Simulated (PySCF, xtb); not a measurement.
C₃H₅BFN, SMILES NB1C=C[C@@H]1F.

GFN2-xTB (xtb) at its own geometry gives an orbital gap of 4.15 eV and a dipole moment of 3.17 D.

Geometry: B3LYP-D3(BJ)/def2-SVP. The structure was generated by enumeration; whether it is a known compound was not checked. One conformer was computed; it need not be the lowest.

Q: What does M06-2X/def2-TZVP run with PySCF give? (An estimate is asked for; the answer gives what the named calculation found.)

A: gap 9.21 eV (levels -8.91 and 0.30 eV), dipole 2.31 D.
